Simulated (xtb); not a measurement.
Harmonic IR lines of one isomer of C4H3N, unscaled. Method: xtb with GFN2-xTB.

```csv
wavenumber (cm⁻¹),relative intensity
658,3.5
942,27
1534,9.2
2276,100
```

Problem. Which structure gives these lines?
(A) `C#CNC#C`
(B) `C=C=C=C=N`
(C) `C#CC=C=N`
(D) `N=c1c2c1C2`

Solution. B, `C=C=C=C=N`
